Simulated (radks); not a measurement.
Values are calculated unless marked as measured or tabulated.
Question: Se4+, 30 electrons, occupied as [Ne] 3s2 3p5.5 3d10 4s2 5s0.5 (fractional occupations, a model configuration). Code: a radial shooting solver on a logarithmic mesh with Libxc functionals. Model: Dirac Kohn-Sham, PBE, spin-unpolarised, spherical densities, finite nucleus; open shells are shared between the two j in proportion to 2j + 1; Fermi nuclear charge, rms radius 4.14 fm. Some entries of the table are withheld. Estimate them.

orbital     occ.  eigenvalue (eV)  <r> (bohr)  <1/r> (bohr^-1)
1s1/2          2        -12567.97     0.04408            34.56
2s1/2          2        -1670.720         (1)            7.687
2p1/2          2        -1505.777      0.1684            7.653
2p3/2          4        -1463.964      0.1722            7.417
3s1/2          2        -275.2020      0.5709            2.512
3p1/2    1.83333        -218.5862      0.5778            2.395
3p3/2    3.66667        -212.6222      0.5879            2.339
3d3/2          4        -114.7928      0.6099            2.079
3d5/2          6        -113.8613      0.6137            2.065
4s1/2          2         -66.0389         (2)           0.8637
4p1/2          0         -52.2917       1.722           0.7681
4p3/2          0         -51.5519       1.745           0.7566
4d3/2          0         -31.9336       2.288           0.5706
4d5/2          0         -31.8492       2.295           0.5689
5s1/2        0.5         -28.0727       3.281           0.4078

Answer: 
(1) 2s1/2 <r> (bohr): 0.1956
(2) 4s1/2 <r> (bohr): 1.549
